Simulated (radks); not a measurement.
The numbers below are computed, except where a source is named.
How relativity changes the ionisation of the rhenium ion Re+ ([Xe] 4f14 5d5 6s1) to Re2+ ([Xe] 4f14 5d5). Spin-unpolarised spherical Kohn-Sham, PBE, point nucleus unless stated (finite: rms radius 5.3698 fm), a radial shooting solver on a logarithmic mesh with Libxc functionals. A level marked "c x" has the speed of light scaled by that factor and shares open shells by 2j + 1; other Dirac levels either fill j = l - 1/2 first or share by 2j + 1.

level                               E(Re+) (hartree)  E(Re2+) (hartree)  IE (eV)   HOMO  <r> HOMO (bohr)
non-rel.                                 -15787.7880        -15787.2612   14.336     6s            3.162
scalar-rel.                              -16691.8876        -16691.2877   16.322     6s            2.865
scalar-rel., finite nucleus              -16689.0931        -16688.4934   16.317     6s            2.866
Dirac, 2j+1 shares                       -16717.4376        -16716.8376   16.325  5d5/2            1.882
Dirac, low j first                       -16717.5054        -16716.9095   16.214  5d5/2            1.894
Dirac, 2j+1 shares, finite nucleus       -16714.6159        -16714.0162   16.320  5d5/2            1.882
Dirac, c x 0.75                          -17732.7975        -17732.1058   18.822  5d5/2            1.958
Dirac, c x 2                             -15993.4549        -15992.9128   14.750  6s1/2            3.093
Dirac, c x 10                            -15795.7373        -15795.2098   14.351  6s1/2            3.159

NIST Atomic Spectra Database: 16.6 eV (semi-empirical). The relativistic part of the total energy of Re+ is -926.8 hartree (Dirac, 2j+1 shares, finite nucleus), 5.9 % of the non-relativistic value. Spin polarisation and multiplet splitting of open shells are left out at every level.

Beside tabulated values, note that relativity, absent from the non-relativistic runs, is large for the heavy elements, and spin-unpolarised runs miss the spin-polarisation part of the exchange energy of open shells.
